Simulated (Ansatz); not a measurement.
Compare A (`O/C([SiH3])=C/[SiH3]`) with its isomer B (`CC[Si]O[SiH3]`).

Computed with Ansatz on PBE0-D4/def2-TZVP structures; ΔE is electronic, products minus reactants. CBS: MP2 limit from def2 TZ/QZ plus the TZ coupled-cluster correction, frozen cores. DFT in def2-TZVPP. B3LYP here is the variant with VWN-RPA as its local correlation; programs differ in this. Each species was taken in one conformer, which may not be the lowest.

Q: Which isomer does CCSD(T)/CBS put lower? Give the gap. (Estimate.)

A: Ansatz gave: B, by 205.6 kJ/mol.

Q: Give E(B) − E(A) in kJ/mol with CCSD/def2-TZVPP, PBE-D4, ωB97M-V, B3LYP-D4, B2PLYP, HF/def2-TZVPP, LDA (SPW92). (Best estimate.)

A: The calculation gave: CCSD/def2-TZVPP -211.0, PBE-D4 -180.8, ωB97M-V -209.3, B3LYP-D4 -200.5, B2PLYP -202.5, HF/def2-TZVPP -210.6, LDA (SPW92) -181.0. None reverses the order clearly.

Q: Does the order hold for the free energy at 298.15 K (harmonic terms from PBE0-D4)? (An estimate is asked.)

A: Computed: Yes: G(B) − G(A) = -189.7 kJ/mol, for one conformer each. Modes under 60 cm⁻¹, often nearly free rotors, make the harmonic entropy too high.

Largest T1 diagnostic: 0.013.

From BLYP to BHLYP (50 % exact exchange), in def2-TZVPP and without D4, E(B) − E(A) moves by −18.8 kJ/mol. At CCSD(T), def2-SVP lies +23.0 kJ/mol from the extrapolated value and def2-TZVPP +1.5 kJ/mol.
